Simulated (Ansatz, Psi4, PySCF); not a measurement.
AuCl, charge +1, doublet, geometry from GFN2-xTB (such geometries of metal compounds can be far from the true shape) (the multiplicity is a formal guess) (core potentials on Au). Base run: R2SCAN/def2-TZVP (PySCF).

Input for PySCF:
```python
from pyscf import gto, scf, dft

mol = gto.Mole()
mol.atom = '''
    Au   -0.000000   -0.000000   -0.394690
    Cl    0.000000    0.000000    1.834149
'''
mol.basis = 'def2-tzvp'
mol.ecp = {'Au': 'def2-tzvp'}
mol.charge = 1
mol.spin = 1
mol.verbose = 4
mol.build()

mf = dft.UKS(mol)
mf.xc = 'r2scan'
mf.kernel()
```

The same geometry, method and basis name were run in Ansatz (a program for electronic structure) and Psi4 and PySCF, at each program's defaults and at the settings that a row names. The base is PySCF at its defaults. Differences at the defaults can come from grids, fitting, cores and function types together.

```
code and settings                                                                             ΔE vs base (µEh)  basis functions      E (Eh)  SCF cycles
--------------------------------------------------------------------------------------------  ----------------  ---------------  ----------  ----------
PySCF, defaults (exact integrals, its default grid, spherical functions)                                   0.0               77  -595.60299          14
Psi4, defaults (density fitting with its default set, its default grid, spherical functions)              -276               77  -595.60326          11
Ansatz, defaults (factorised integrals, its default grid, spherical functions)                             104               77  -595.60288           -
PySCF, density fitting with def2-universal-jkfit                                                         -20.8               77  -595.60301          13
PySCF, fine grid                                                                                           129               77  -595.60286          13
Psi4, exact integrals, spherical functions, fine grid                                                      134               77  -595.60285          14
Ansatz, high accuracy                                                                                      103               77  -595.60288           -
```

Open shells are given as the SCF converged; they aren't shown to be the lowest states, and a large step between rows can be another state.
